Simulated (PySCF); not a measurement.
C₂Ti, SMILES [C]1[C][Ti]1 (connectivity only; charge and spin as stated), neutral, multiplicity 3.

The structure is a stationary point at B3LYP-D3(BJ)/def2-TZVP. The spin state was assumed, not searched.

All values below come from PySCF with r2SCAN/def2-TZVPD.

The molecule is in vacuum.

Computed frontier levels, dipole moment and polarisability:
The α spin, highest occupied and lowest empty level is -4.51 and -3.51 eV and the β spin, highest occupied and lowest empty level comes out as -5.71 and -2.59 eV. The dipole moment is 1.490 e·Å and the quadrupole, principal values (traceless, Buckingham form, about the centre of nuclear charge) is -4.55, 2.23, 2.32 D·Å. The mean static polarisability is 85.7 bohr³ (12.69 Å³). The polarisability, principal values comes out as 63.0, 91.4, 102.6 bohr³ and the ⟨S²⟩ is 2.039 (pure state 2.00).
